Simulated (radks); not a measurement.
The numbers below are computed, except where a source is named.
Problem. Neutral fluorine, configuration [He] 2s1 2p6 (not the ground configuration). Level of theory: non-relativistic Kohn-Sham, PBEsol, spin-polarised, spherical densities, point nucleus; open shells are filled with parallel spins first (a radial shooting solver on a logarithmic mesh with Libxc functionals). Some entries of the table are withheld. Estimate them.

orbital,occ.,eigenvalue (eV),<r^2> (bohr^2),<1/r> (bohr^-1)
1s up,1,-661.5196,0.04221,(1)
1s down,1,-660.5242,0.04221,(2)
2s up,1,-31.1028,1.214,1.464
2s down,0,-29.0748,1.258,1.444
2p up,3,-12.3357,1.552,1.287
2p down,3,-10.6005,1.699,1.256

Solution. 
(1) 1s up <1/r> (bohr^-1): 8.602
(2) 1s down <1/r> (bohr^-1): 8.599
